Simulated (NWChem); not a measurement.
A series in which one site is exchanged, each optimised at PBE0/def2-SVP with NWChem, gas phase unless a solvent is named. All stand in one matching conformer (torsions within 35°), which need not be the lowest. 

A: [OH][Sc]([OH])[F] (ScH2O2F; site = Sc)
B: [OH][Ga]([OH])[F] (GaH2O2F; site = Ga)
C: OB(O)F (BH2O2F; site = B)
D: [Al]([OH])([F])[OH] (AlH₂O₂F; site = Al)

```json
[
 {"quantity": "dipole (D), PBE0/def2-SVP", "A": "2.58", "B": "2.03", "C": "1.44", "D": "[?]"},
 {"quantity": "orbital gap (eV), PBE0/def2-SVP", "A": "6.97", "B": "7.94", "C": "10.77", "D": "[?]"},
 {"quantity": "static polarisability, PBE0/def2-SVPD (bohr³)", "A": "38.6", "B": "33.4", "C": "23.5", "D": "[?]"},
 {"quantity": "lowest singlet excitation, PBE0/def2-SVPD, TDA (eV)", "A": "5.57", "B": "6.28", "C": "8.30", "D": "[?]"}
]
```

### Question
Fill in the missing entries.

### Answer

- dipole (D), PBE0/def2-SVP, D: 2.07
- orbital gap (eV), PBE0/def2-SVP, D: 8.50
- static polarisability, PBE0/def2-SVPD (bohr³), D: 30.1
- lowest singlet excitation, PBE0/def2-SVPD, TDA (eV), D: 6.94
